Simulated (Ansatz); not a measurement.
Cost and result for the atomization energy of `CO[Si](O)(F)Cl` (10 atoms, 9 bonds).

```xyz
10

C    -1.354   -0.012    0.934
O    -0.712   -0.622   -0.172
Si    0.647   -0.120   -0.862
O     1.774    0.105    0.279
F     0.432    1.244   -1.643
Cl    1.194   -1.497   -2.240
H    -1.780    0.954    0.652
H    -0.657    0.130    1.764
H    -2.159   -0.673    1.255
H     2.615    0.492    0.033
```

The species carries charge 0 and has multiplicity 1. The geometry is a stationary point of PBE0-D4/def2-TZVP. It is one conformer, not always the lowest. Program: Ansatz. All runs use 4 threads of an Arm Neoverse V1 on a shared host. Times are those of one run each, without the atoms' runs, and a repeat can differ threefold. Electronic energies, without spin–orbit coupling; frozen cores. CCSD(T)/CBS adds CCSD(T) − MP2 in def2-TZVPP to the MP2 limit, and its time is that of the two runs behind it. T1 = 0.011. B3LYP takes the VWN-RPA correlation (the form of Gaussian; ORCA's B3LYP/G).

CCSD(T)/CBS is a level of theory with its own doubt, some kJ/mol a heavy atom from the limit and from the frozen cores, so smaller differences don't rank the functionals.

| level | functions | wall time |
| --- | --- | --- |
| revPBE-D4/def2-TZVPP | 264 | 2.3 s |
| PBE0-D4/def2-TZVPP | 264 | 3.6 s |
| BHLYP-D4/def2-TZVPP | 264 | 4 s |
| CAM-B3LYP-D4/def2-TZVPP | 264 | 4.3 s |
| B3LYP-D4/def2-TZVPP (with forces) | 264 | 6 s |
| r2SCANh-D4/def2-TZVPP | 264 | 6.5 s |
| PBE-QIDH/def2-TZVPP | 264 | 6.5 s |
| CCSD(T)/def2-SVP | 112 | 8 s |
| ωB97X-V/def2-TZVPP | 264 | 9.5 s |
| B97M-V/def2-TZVPP | 264 | 11 s |
| MP2/def2-QZVPP | 488 | 24 s |
| CCSD(T)/def2-TZVPP | 264 | 4.7 min |
| CCSD(T)/CBS(def2) | – | 5.1 min |

Problem. What atomization energy does each give, and how far from CCSD(T)/CBS? (An estimate is asked.)

Solution. The calculation gave: 
```
                            level  atomization (kcal/mol)  difference from CCSD(T)/CBS  per bond
             revPBE-D4/def2-TZVPP                   955.6                        -19.3      -2.1
               PBE0-D4/def2-TZVPP                   962.6                        -12.3      -1.4
              BHLYP-D4/def2-TZVPP                   931.4                        -43.5      -4.8
          CAM-B3LYP-D4/def2-TZVPP                   972.1                         -2.8      -0.3
B3LYP-D4/def2-TZVPP (with forces)                   962.6                        -12.3      -1.4
            r2SCANh-D4/def2-TZVPP                   964.6                        -10.3      -1.1
              PBE-QIDH/def2-TZVPP                   961.1                        -13.8      -1.5
                 CCSD(T)/def2-SVP                   895.9                        -79.0      -8.8
               ωB97X-V/def2-TZVPP                   971.6                         -3.3      -0.4
                B97M-V/def2-TZVPP                   971.5                         -3.4      -0.4
                   MP2/def2-QZVPP                   994.2                         19.3       2.1
               CCSD(T)/def2-TZVPP                   944.9                        -30.0      -3.3
                CCSD(T)/CBS(def2)                   974.9                          0.0       0.0
```

From r2SCAN to r2SCAN0 (25 % exact exchange), in def2-TZVPP and without D4, the atomization energy moves by −20.5 kcal/mol: exact exchange takes away binding that semilocal exchange gives to molecules. At CCSD(T), def2-SVP lies −79.0 kcal/mol from the extrapolated value and def2-TZVPP −30.0 kcal/mol: correlation converges slowly with the basis, and small sets miss more of it in the bonded molecule than in its fragments. Leaving LDA and LC-ωPBE aside and taking each functional with its dispersion term where it has one, the values, not all of them listed here, spread over 52.3 kcal/mol, from BHLYP-D4 to PBE-D4. LDA lies +137.7 kcal/mol from PBE without D4, its usual overbinding.
